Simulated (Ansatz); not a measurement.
Start from `C[O][SnH2][Br]` and change one atom or group to get `C[NH][SnH2][O]C`.

Ansatz, PBE0-D4/def2-TZVP geometries, multiplicity 1. Each molecule was computed in one conformer, which needn't be the lowest.

Elements past krypton have def2 core potentials. Scalar relativity is left out up to krypton.

```csv
property,`C[O][SnH2][Br]`
HOMO–LUMO gap (B3LYP/def2-TZVPP) / eV,6.37
LUMO energy (ωB97M-V/def2-TZVPP) / eV,0.77
LUMO energy (B3LYP/def2-TZVPP) / eV,-1.36
LUMO energy (PBE/def2-TZVPP) / eV,-1.95
LUMO energy (PBE0/def2-TZVPP) / eV,-1.05
HOMO energy (PBE0/def2-TZVPP) / eV,-7.96
```

What does the change do to each property? (Estimate.)

Ansatz gave: 
```json
{"property": "HOMO–LUMO gap (B3LYP/def2-TZVPP) / eV", "`C[NH][SnH2][O]C`": "6.17", "shift": "-0.20"}
{"property": "LUMO energy (ωB97M-V/def2-TZVPP) / eV", "`C[NH][SnH2][O]C`": "1.35", "shift": "0.58"}
{"property": "LUMO energy (B3LYP/def2-TZVPP) / eV", "`C[NH][SnH2][O]C`": "-0.26", "shift": "1.10"}
{"property": "LUMO energy (PBE/def2-TZVPP) / eV", "`C[NH][SnH2][O]C`": "-0.78", "shift": "1.17"}
{"property": "LUMO energy (PBE0/def2-TZVPP) / eV", "`C[NH][SnH2][O]C`": "-0.01", "shift": "1.04"}
{"property": "HOMO energy (PBE0/def2-TZVPP) / eV", "`C[NH][SnH2][O]C`": "-6.65", "shift": "1.31"}
```

With PBE0 the HOMO rises by 1.31 eV and the LUMO rises by 1.04 eV, so the gap narrows by about 0.27 eV. PBE moves the HOMO by 1.12 eV and ωB97M-V by 1.35 eV.

B3LYP here is the variant with VWN-RPA as its local correlation; programs differ in this.

Spin–orbit coupling is left out; it splits and shifts lone-pair levels of the heavy atoms by tenths of an eV.
